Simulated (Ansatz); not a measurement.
`CSC(C)C` + `[SiH3]N[AsH2]` → `C[AsH]N[SiH3]` + `CCSC` at 400 K and 1 bar (substitution at a C–C bond).

Isolated molecules relaxed with PBE0-D4/def2-TZVP in Ansatz; ΔE leaves out vibrations. CBS: MP2 limit from def2 TZ/QZ plus the TZ coupled-cluster correction, frozen cores. For As outer-core shells are correlated without core-valence functions, which leaves a few kJ/mol of doubt a bond. Scalar relativity is left out up to krypton. Each species was taken in one conformer, which may not be the lowest.

| species | CCSD(T)/CBS energy (Eh) | H − E (kJ/mol) | S (J/(mol·K)) |
| --- | --- | --- | --- |
| `CSC(C)C` | -556.01305 | 383.3 | 386.7 |
| `[SiH3]N[AsH2]` | -2582.40077 | 177.9 | 361.1 |
| `C[AsH]N[SiH3]` | -2621.67089 | 262.3 | 399.9 |
| `CCSC` | -516.75014 | 303.2 | 350.4 |

H − E and S are ideal-gas, rigid-rotor, harmonic terms from PBE0-D4/def2-TZVP, for one conformer and one mirror image of each species. 1 Eh = 2625.50 kJ/mol, R = 8.31446 J/(mol·K).

Question: By hand: ΔE, ΔH, ΔS and ΔG.

Answer: ΔE = (-2621.67089) + (-516.75014) − (-556.01305) − (-2582.40077) = -0.00721 Eh = -18.9 kJ/mol. Δ(H − E) = 262.3 + 303.2 − 383.3 − 177.9 = 4.3, so ΔH = -14.6 kJ/mol. ΔS = 399.9 + 350.4 − 386.7 − 361.1 = 2.5 J/(mol·K). ΔG = -14.6 − 400 × (2.5)/1000 = -15.6 kJ/mol.

Question: By hand: the equilibrium constant, and the temperature at which ΔG would vanish if ΔH and ΔS stayed fixed.

Answer: log₁₀ K = −ΔG/(RT ln 10) = 2.0. ΔH and −TΔS have one sign here, so there is no such temperature. One of them is within its doubt of zero, so this could turn.

The number of gas molecules stays the same, so ΔS is small and ΔH decides. A doubt of 5 kJ/mol in ΔE shifts log₁₀ K by 0.7 here. Other conformers and mirror images would add mixing entropy, several J/(mol·K) or more a flexible species. Modes under 60 cm⁻¹, often nearly free rotors, make the harmonic entropy too high. These are equilibria of isolated gas molecules and say nothing of rates. Largest T1 diagnostic: 0.011 (customary marks: 0.02 for closed shells, 0.045 for open ones).
